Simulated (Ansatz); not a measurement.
The same path of ClF2HSi (5 atoms, charge 0, multiplicity 1) was run 3 times with different band settings. Lost on the way: Si1–Cl2, Si1–H3. Made: Cl2–H3.

These are results of RKS PBE/def2-SVP in Ansatz 0.2.0, not measurements.

Relaxed end points:

```xyz
5
Properties=species:S:1:pos:R:3
Si 0.317 0.000 0.107
Cl 0.643 0.000 2.128
H 1.587 0.000 -0.657
F -0.559 1.306 -0.283
F -0.559 -1.306 -0.283
```

```xyz
5
Properties=species:S:1:pos:R:3
Si -0.326 0.000 -0.857
Cl 1.572 0.000 1.605
H 2.576 0.000 0.782
F -1.196 1.266 -0.259
F -1.196 -1.267 -0.260
```

Common settings: spring 5.0 eV/Å²; optimiser quadratic models (default); start path through a guess of the saddle point; force threshold 0.05 eV/Å; end points relaxed.

| run | movable images | climbing image | iteration limit |
| --- | --- | --- | --- |
| 1 | 7 | yes | 60 |
| 2 | 6 | no | 60 |
| 3 | 7 | yes | 10 |

**Question.** What does each run give, and how far can it be trusted?

**Answer.** Run 1: converged after 10 iterations, highest image 2.723 eV above the first end. Neighbouring images differ by up to 1.2 eV, so the band resolves the path poorly. A vibrational analysis at the climbing image gives one clearly imaginary mode, 809i cm⁻¹: a first-order saddle point.
Run 2: converged after 17 iterations, highest image 2.638 eV above the first end. Neighbouring images differ by up to 1.2 eV, so the band resolves the path poorly. No image climbed, so the highest image needn't sit at the top of the path.
Run 3: converged after 10 iterations, highest image 2.723 eV above the first end. Neighbouring images differ by up to 1.2 eV, so the band resolves the path poorly. Another band between the same ends (7 images) ends at a top of the same energy, where a vibrational analysis finds 1 clearly imaginary mode.
The orbitals stay closed-shell, which can raise the energy where a bond breaks towards radicals; this wasn't checked here.
